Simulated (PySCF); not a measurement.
GeI4, SMILES [I][Ge]([I])([I])[I]. Heavy atoms are numbered as in [I:1][Ge:2]([I:3])([I:4])[I:5].

Geometry: ωB97X-D3(BJ)/def2-SVP. The isomer is the one that the SMILES or the coordinates give; other isomers of the formula were not compared. The def2 effective core potentials stand for the cores of I; spin–orbit coupling is left out.

Method: B3LYP/def2-TZVP run with PySCF.

ESP charges are fitted to the potential on shells at 1.4 to 2.0 van der Waals radii. Atomic charges (e), one atom of each kind:

| atom | ESP fit | Löwdin | Mulliken |
|---|---|---|---|
| I1 | 0.09 | 0.17 | … |
| Ge2 | -0.37 | -0.68 | … |

Task: What belongs in the gaps? (An estimate is asked for; the answer gives what the named calculation found.)

Result: 
- I1, Mulliken: -0.14
- Ge2, Mulliken: 0.56
